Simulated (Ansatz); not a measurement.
CH5FN2Si2, SMILES F[Si@@H]1C=N[SiH2]N1.

The structure is a stationary point at PBE-D3(BJ)/def2-SVP. The structure was generated by enumeration; whether it is a known compound was not checked.

Two levels are set side by side: PBE/def2-SVPD (Ansatz, a program for electronic structure) and CAM-B3LYP/def2-SVPD (Ansatz). Energy differences of separate SCF runs at the same geometry; the states with an electron removed or added have multiplicity 2 and 2. Differences are taken from unrounded values.

```
quantity                           CAM-B3LYP
---------------------------------  ---------
vertical ionisation energy (eV)         9.31
vertical singlet–triplet gap (eV)       2.91
```

What does PBE give, and how far is it from CAM-B3LYP? (Estimate from the structure and the level; the computed values follow.)


```csv
quantity,PBE,PBE minus CAM-B3LYP
vertical ionisation energy (eV),8.92,-0.39
vertical singlet–triplet gap (eV),2.80,-0.11
```
